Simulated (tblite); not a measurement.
Species: C2H12NSi3 (doublet state).
Atom-mapped SMILES: `[CH2:1][NH:2][SiH2:3][SiH2:4][CH2:5][SiH3:6]` (hydrogens: H7, H8 on C1; H9 on N2; H10, H11 on Si3; H12, H13 on Si4; H14, H15 on C5; H16, H17, H18 on Si6)

Structure optimised with GFN2-xTB, isolated species. This method treats the open shell by occupation alone, without spin polarisation.

(1) List the bond lengths, angles and torsions at this level.

## Answers

(1) 
```csv
bond,length (Å)
C1–N2,1.365
N2–Si3,1.735
Si3–Si4,2.300
Si4–C5,1.901
C5–Si6,1.896
C1–H7,1.068
C1–H8,1.070
N2–H9,1.008
"Si3–H10, Si3–H11",1.479
"Si4–H12, Si4–H13",1.476
"C5–H14, C5–H15",1.091
"Si6–H16, Si6–H17, Si6–H18",1.466
```

Bonds in one row agree within 0.01 Å and their mean is given. A selection of angles:
```csv
angle,degrees
N2–C1–H7,118.1
N2–C1–H8,120.3
H7–C1–H8,121.2
C1–N2–Si3,126.4
C1–N2–H9,113.4
Si3–N2–H9,120.0
N2–Si3–Si4,104.8
N2–Si3–H10,106.8
N2–Si3–H11,108.7
Si4–Si3–H10,117.2
Si4–Si3–H11,115.3
H10–Si3–H11,103.7
Si3–Si4–C5,110.2
Si3–Si4–H12,114.5
Si3–Si4–H13,113.4
C5–Si4–H12,107.5
H12–Si4–H13,103.8
Si4–C5–Si6,116.0
Si4–C5–H14,108.7
Si6–C5–H14,108.7
H14–C5–H15,105.8
C5–Si6–H16,110.0
H16–Si6–H17,108.8
```

Torsions: C1–N2–Si3–Si4 -179° (antiperiplanar); N2–Si3–Si4–C5 173° (antiperiplanar); Si3–Si4–C5–Si6 -66° (synclinal). The mirror-image conformer, all signs reversed, is as good.

N2 (nitrogen bonded to C, Si and H) is planar (angles 126.4°, 120.0° and 113.4°, sum 359.9°, 0.02 Å off the plane of its three neighbours). Si3 (silicon bonded to N, Si and 2 H) is distorted tetrahedral (angles from 103.7° to 117.2°). C1 (carbon bonded to N and 2 H) is planar (angles 121.2°, 120.3° and 118.1°, sum 359.5°, 0.05 Å off the plane of its three neighbours). Si4 (silicon bonded to C, Si and 2 H) is distorted tetrahedral (angles from 103.8° to 114.5°). Si6 (silicon bonded to C and 3 H) is tetrahedral (angles from 108.8° to 110.0°).

Point group: C1 (no symmetry element, even within 0.4 Å). Its lowest GFN2-xTB frequency is 12i cm⁻¹, too small to tell a flat minimum from a shallow saddle. Torsions: H–C1–N2–Si3 5° and 177°, C1–N2–Si3–Si4 -179°, N2–Si3–Si4–C5 173°, Si3–Si4–C5–Si6 -66°. 3 starts were optimised and ended at 0.00, 0.11 and 0.33 kcal/mol (GFN2-xTB); the lowest of these is shown.

These are computed values.
